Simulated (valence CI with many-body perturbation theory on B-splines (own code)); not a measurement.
# Hyperfine factors and g values of Pb II

Calculated by configuration interaction combined with many-body perturbation theory (CI+MBPT): three valence electrons over a frozen Dirac-Fock core [Xe] 4f14 5d10, a basis of 11 s, 11 p, 9 d, 7 f, 5 g, 2 h, 1 i functions for each j, with the one-electron correlation potential Σ1 (screened to all orders), the two-electron term Σ2, the three-electron term Σ3, Breit, model QED; selected single and double excitations, second order for the rest (own B-spline code, finite nucleus).

Set against measurement, 15 paired levels are off by 201 cm⁻¹ on average, the worst by 622. These come from a selection out of the NIST Handbook of Basic Atomic Spectroscopic Data. Levels without a partner in it may be off by more.

A/g_I is the dipole constant over the nuclear g factor μ/I (μ in nuclear magnetons, uniformly magnetised nucleus), B/Q the quadrupole constant per barn. Both hold the static response of the core; the bare values leave it out. Large factors of s and p1/2 electrons are usually good to 5 to 10 %; those of open d and f shells near neutrality can be off by tens of per cent, and small factors of p3/2, d and f electrons come from cancelling terms and can be off by a factor of two or in sign, in half-filled shells by more. B is blank for J = 1/2, where it vanishes, and for nearly pure S terms. Energies count from the lowest level.

Names give the largest LS component (configuration and term), which can be under half, so a name can repeat, a term be missing and a line seem to break the LS rules; names also repeat where a configuration has a term twice.

| Level | E (cm⁻¹) | g | A/g_I (MHz) | A/g_I bare | B/Q (MHz/b) | B/Q bare |
| --- | --- | --- | --- | --- | --- | --- |
| 6s²6p ²P°_1/2 | 0.0 | 0.666 | 10800 | 9970 |  |  |
| 6s²6p ²P°_3/2 | 14407 | 1.334 | 423 | 287 | 1960 | 1580 |
| 6s6p² ⁴P_1/2 | 57289 | 2.573 | 41600 | 37500 |  |  |
| 6s²7s ²S_1/2 | 59828 | 2.002 | 8940 | 8270 |  |  |
| 6s6p² ⁴P_3/2 | 65758 | 1.675 | 12800 | 11500 | 1830 | 1470 |
| 6s²6d ²D_5/2 | 68990 | 1.306 | 6960 | 6310 | 113 | 19.2 |
| 6s²6d ²D_3/2 | 69986 | 0.846 | 233 | 195 | 637 | 471 |
| 6s6p² ⁴P_5/2 | 74004 | 1.418 | 7760 | 6970 | -1810 | -1540 |
| 6s²7p ²P°_1/2 | 74592 | 0.666 | 1780 | 1650 |  |  |
| 6s²7p ²P°_3/2 | 77389 | 1.334 | 307 | 258 | 417 | 340 |
| 6s6p² ²D_3/2 | 83137 | 0.858 | -4720 | -4260 | 2150 | 1780 |
| 6s6p² ²P_1/2 | 88766 | 1.281 | 21.7 | 67.6 |  |  |
| 6s²8s ²S_1/2 | 89029 | 1.824 | 5410 | 4980 |  |  |
| 6s6p² ²D_5/2 | 89143 | 1.269 | 9610 | 8760 | 2720 | 2250 |
| 5f6s² ²F°_7/2 | 92534 | 1.143 | 18.4 | 17.7 | 45.2 | 12.4 |
| 5f6s² ²F°_5/2 | 92550 | 0.857 | 10.5 | 11.1 | 38.0 | 10.2 |
| 6s²7d ²D_3/2 | 94432 | 0.811 | -182 | -174 | 36.5 | 15.6 |
| 6s²8p ²P°_1/2 | 94822 | 0.666 | 697 | 647 |  |  |
| 6s²7d ²D_5/2 | 95507 | 1.208 | 2150 | 1960 | 789 | 640 |
| 6s²8p ²P°_3/2 | 95963 | 1.334 | 168 | 144 | 175 | 144 |
| 6s²9s ²S_1/2 | 101205 | 1.992 | 3630 | 3340 |  |  |

Problem. Take the isotope of mass number 207, with I = 1/2, μ = 0.5906 μN. What is the hyperfine structure of 6s²6d ²D_3/2?

Solution. From the table A = 275 MHz. Shifts from the centre of gravity in MHz: F = 1: -344, F = 2: 206.
